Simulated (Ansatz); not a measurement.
Worked example: the step energy

An elementary step of BH$_{3}$Cl$_{3}$OF, closed shell (BCl₃ ([Cl][B]([Cl])[Cl]) + H₂O + HF → BHCl₂O ([OH][B]([Cl])[Cl]) + HCl + HF; B–Cl, H–O, H–F broken or loosened, B–O, Cl–H, H–F formed or tightened). “Start” and “end” are the PBE0-D4/def2-TZVP structures reached by relaxing down either side of its saddle point, with the molecules still in contact.

Ansatz 0.2.0; basis: def2-TZVPP and def2-QZVPP; cores frozen in the correlated methods.

Energies in eV:

| quantity | end | start |
| --- | --- | --- |
| Hartree–Fock, triple zeta (X = 3) | -42980.76907 | -42980.12925 |
| Hartree–Fock, quadruple zeta (X = 4) | -42982.04870 | -42981.39793 |
| MP2 correlation, X = 3 | -32.55020 | -33.04031 |
| MP2 correlation, X = 4 | -35.59548 | -36.12668 |
| CCSD(T) correlation, X = 3 | -35.29190 | -35.68157 |

(1) Work out the step energy at the basis limit: extrapolate Hartree–Fock as E(X) = E∞ + A exp(−7.88 √X) and the MP2 correlation as E(X) = E∞ + B X^−2.97 (the exponents that Neese and Valeev fitted for def2-TZVPP and QZVPP), then add CCSD(T) − MP2 in triple zeta.

The T1 diagnostic stays at or below 0.011.

Results:

(1) Each step is linear, so take the differences first (end − start): Hartree–Fock -0.63982 (X = 3) and -0.65077 (X = 4); MP2 correlation 0.49011 and 0.53120; CCSD(T) correlation 0.38967.
Two points give E∞ = E(4) + w [E(4) − E(3)], with w = 1/(exp(7.88 (2 − √3)) − 1) = 0.1377 for Hartree–Fock and w = 1/((4/3)^2.97 − 1) = 0.7407 for the correlation.
Hartree–Fock: -0.65077 + 0.1377 × (-0.01095) = -0.6523 eV.
MP2 correlation: 0.53120 + 0.7407 × 0.04109 = 0.5616 eV.
CCSD(T) − MP2: 0.38967 − 0.49011 = -0.1004 eV.
Sum: -0.6523 + 0.5616 + (-0.1004) = -0.1911 eV, or -4.41 kcal/mol. Plain CCSD(T) in triple zeta gives -0.2502 eV, so the larger basis shifts the result by 0.0591 eV.

Labels in which every atom is bracketed show which atoms are joined, not bond orders.

For scale, one of the runs: CCSD(T)/def2-TZVPP, 261 basis functions, launched by `ansatz run in.yaml --threads 8 --pin off --events-out ev --progress --plain --max-ram 19148MiB`. The run took 2.8 min on 8 CPU threads of an Arm Neoverse V2 (shared host), with 6.3 GiB of host memory at its peak.
